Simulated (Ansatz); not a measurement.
The cluster Ba₂O. Total charge 0; singlet. Geometry PBE0-D4/def2-TZVP; atoms count from 1.

```xyz
3

Ba   -1.267   -0.175    1.534
Ba    1.569    0.489   -1.134
O    -0.303   -0.314   -0.400
```

In the def2 sets Ba takes a core potential; there is no spin–orbit coupling. The restricted singlet is unstable: a solution with broken spin symmetry lies lower. The geometry of the singlet was relaxed on an unsound state (restricted singlet, unstable towards broken spin symmetry). The structure comes from a short search, and lower isomers may exist.

Estimate the Mulliken populations from the PBE0/def2-TZVP orbitals of Ansatz.


```
atom  charge (e)
 Ba1        0.48
 Ba2        0.48
  O3       -0.96
```
Mulliken values and Mayer orders depend strongly on the basis.

And the Mayer bond orders between bonded heavy atoms (over 0.3)?

Ba1–Ba2 1.05 (3.95 Å); Ba1–O3 0.79 (2.17 Å); Ba2–O3 0.79 (2.17 Å).
